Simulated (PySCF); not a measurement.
H₃S, SMILES [SH3+], charge +1. Atoms are numbered in the order given.

```xyz
4

S      0.0000     0.0000     0.1143
H      0.9950    -0.5745    -0.6098
H     -0.9950    -0.5745    -0.6098
H      0.0000     1.1489    -0.6098
```
Charge +1, spin multiplicity 1.

The structure is a stationary point at B3LYP-D3(BJ)/def2-TZVPD. The isomer is the one that the SMILES or the coordinates give; other isomers of the formula were not compared.

Lowest vertical singlet excitation by several levels in PySCF, with rough processor times relative to the cheapest run on one machine. Each run also gave further roots (ADC and EOM-CCSD ionised and attached states too); roots are paired by order and the bases differ. EOM-CCSD serves as a yardstick, not as the true value; all levels that ended soundly for this molecule are listed, with differences from unrounded values.

| level | relative cost | S1 (eV) | S1 minus EOM-CCSD (eV) |
|---|---|---|---|
| TDA-PBE/def2-TZVPD | 1 | 9.40 | -0.61 |
| TDA-PBE0/def2-TZVPD | 2 | 9.60 | -0.41 |
| TDA-B3LYP/def2-TZVPD | 2 | 9.49 | -0.52 |
| EOM-CCSD/aug-cc-pVDZ | 2 | 10.00 | 0.00 |
| ADC(3)/aug-cc-pVDZ | 30 | 9.80 | -0.21 |

### Question
Which is the cheapest level here that lands within 0.3 eV of EOM-CCSD?

### Answer
No cheaper level does; only EOM-CCSD itself.
